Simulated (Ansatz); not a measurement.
`[OH][GeH]1[O][AlH]1`. Total charge 0; spin multiplicity 1.

```xyz
7

O     0.813    0.568    1.791
Ge   -0.223   -0.371    0.692
O    -0.922    0.718   -0.661
Al   -0.092   -0.399   -1.644
H     1.578    0.942    1.350
H    -1.334   -0.835    1.651
H     0.180   -0.623   -3.180
```

Question: List the harmonic frequencies (cm⁻¹, unscaled) at PBE0-D4/def2-TZVP in Ansatz. (Best estimate.)

Answer: The calculation gave: 151, 193, 270, 366, 408, 419, 619, 627, 698, 734, 862, 939, 1955, 2133, 3899.

Question: Is this a minimum?

Answer: Yes, all 15 modes are real.

Question: Give the ideal-gas thermochemistry at 298.15 K and 1 bar (rigid rotor, harmonic oscillator; point group C1, symmetry number 1).

Answer: Zero-point energy 85.4 kJ/mol; H(298) − E = 103.8 kJ/mol; entropy 325.4 J/(mol·K), of which translation 170.0, rotation 109.2, vibration 46.3; G(298) − E = 6.7 kJ/mol.

Question: And at 400, 500, 600, 800 and 1000 K?

Answer: 
```csv
T (K),H − E (kJ/mol),S (J/mol/K),G − E (kJ/mol)
400,114.0,355.0,-28.0
500,125.2,379.9,-64.7
600,137.1,401.6,-103.8
800,162.6,438.1,-187.9
1000,189.4,468.0,-278.6
```

Question: Rotational constants (cm⁻¹)?

Answer: 0.336, 0.08164, 0.08032.
